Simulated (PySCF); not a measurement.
Gas-phase reaction: GaH + HF → GaF + 2 H

Method: PySCF energies plus ideal-gas RRHO corrections (1 bar). † marks an energy on the PBE0/def2-TZVP geometry and frequencies; other levels use their own. CCSD(T) freezes the core. 6-31G* has spherical d functions here. Open shells (unrestricted): H (multiplicity 2); the rest are closed-shell singlets. B3LYP is the form with VWN-RPA correlation. Ga: all electrons, no relativistic terms. GaH: computed as isolated molecules; such fragments, hydroxides, amides, oligomers or adducts are transient or little studied in the gas. CCSD(T) isn't extrapolated to the basis-set limit; its ΔH°(298 K) is 234.8 kJ in def2-SVP and 261.6 kJ in def2-TZVPP. The harmonic model lacks anharmonicity and excited electronic states, which grow with temperature; levels with a mode under 35 cm⁻¹ are left out.

```csv
level,"ΔE electronic, kJ","ΔH°(298 K), kJ","ΔS°(298 K), J/K","ΔG°(1600 K), kJ"
B3LYP/6-31G*,241,216,83,61
B3LYP/def2-TZVP†,279,252,84,96
BLYP/def2-TZVP†,267,240,84,84
CCSD(T)/def2-SVP†,261,235,84,78
HF/def2-TZVP†,192,165,84,9
PBE/def2-SVP,235,210,83,54
r2SCAN/def2-TZVP†,261,235,84,78
LDA/def2-TZVP†,293,266,84,109
ωB97M-V/def2-TZVP†,275,249,84,92
```
ΔH° is lowest at HF/def2-TZVP† and highest at LDA/def2-TZVP†. No reference value is set beside these.
